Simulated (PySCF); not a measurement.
Species: C5H7O2 (doublet state).
Numbering: `[CH2:1][O:2]/[CH:3]=[CH:4]/[C:5]([CH3:6])=[O:7]` (hydrogens: H8, H9 on C1; H10 on C3; H11 on C4; H12, H13, H14 on C6)

Structure used (GFN2-xTB), in Å, numbered top down from 1:
```xyz
14
C5H7O2 angstrom
C     -3.242   -0.126    0.702
O     -1.955   -0.301    0.923
C     -1.032    0.030    0.031
C      0.294   -0.144    0.266
C      1.279    0.240   -0.731
C      2.715   -0.001   -0.323
O      0.979    0.720   -1.811
H     -3.896   -0.421    1.497
H     -3.599    0.299   -0.221
H     -1.362    0.456   -0.913
H      0.630   -0.564    1.201
H      2.866   -1.059   -0.119
H      2.939    0.557    0.584
H      3.385    0.314   -1.118
```

The hyperfine couplings belong to this conformer and change with its torsions.

Computed, not measured: PySCF 2.14.0, UKS B3LYP, pcH-1 on C H O, non-relativistic, mean-field spin-orbit, GIAO. One conformer (not necessarily the lowest) at the GFN2-xTB geometry, without solvent, vibrations or thermal averaging. The geometry wasn't refined by DFT: couplings that depend on bond lengths, twists or pyramidal angles can differ widely from those at the functional's own minimum. The SCF solution wasn't tested for stability.

**Question.** Break the g tensor into its mass correction, gauge correction and orbital-Zeeman/spin–orbit terms.

**Answer.** 
```tsv
Δg (ppm)	1	2	3
relativistic mass correction	-179	-179	-179
gauge correction	-5	47	32
orbital Zeeman/spin–orbit	-17	985	2056
total	-201	853	1908
```

So g = 2.00212, 2.00317, 2.00423 and g_iso = 2.00317; the tensor is rhombic: the two nearest values differ by 50 % of g3 − g1. Axes: g2 points within 13° of the C3–C4 bond and g3 points within 14° of the C1–H8 bond.

**Question.** What are the electron Larmor frequencies g μB B/h along the three axes at 330 mT?

**Answer.** 9.2473, 9.2522, 9.2570 GHz for g1, g2 and g3, a range of 9.7 MHz.

**Question.** What effective moment and Curie constant follow for a powder?

**Answer.** With the mean of g² = 4.0127 and S(S+1) = 0.75: μ_eff = √(⟨g²⟩S(S+1)) = 1.735 μB and χT = 0.12505·⟨g²⟩·S(S+1) = 0.376 cm³ K/mol (cgs; spin-Hamiltonian part alone).

**Question.** Average each term over the three axes. Which is largest in size?

**Answer.** The orbital-Zeeman/spin–orbit term 1008, the mass correction -179 and the gauge correction 25 ppm, for a total of 853 ppm. The orbital-Zeeman/spin–orbit term is the largest in size. The mass correction is the same along every axis, so the anisotropy comes from the other two: their spans along these axes are 51 (gauge) and 2073 ppm (orbital Zeeman/spin–orbit).

**Question.** In a frozen sample, at which fields do the three g values resonate at 9.5, 34, 94 and 263 GHz (hyperfine left aside), and which band first spreads them over more than twice a line width of 0.5 mT?

**Answer.** 
```
band    GHz  B(g3) mT  B(g2) mT  B(g1) mT  spread mT
   X    9.5    338.66    338.84    339.02       0.36
   Q   34.0   1212.05   1212.69   1213.33       1.28
   W   94.0   3350.96   3352.73   3354.49       3.53
   J  263.0   9375.56   9380.50   9385.44       9.88
```

The spread grows in proportion to the frequency. Q band is the first where it exceeds 1.0 mT.

The largest Mulliken spin populations are on C1 (+0.92), C4 (+0.14) and C3 (-0.06). C1 is the only atom above +0.15. The angles at C1 add up to 360.0°, so it is planar; its axial dipolar tensor and the negative couplings of its protons fit spin in a p orbital normal to that plane.

The HOMO–LUMO gaps are 3.88 eV among the α and 4.59 eV among the β orbitals.
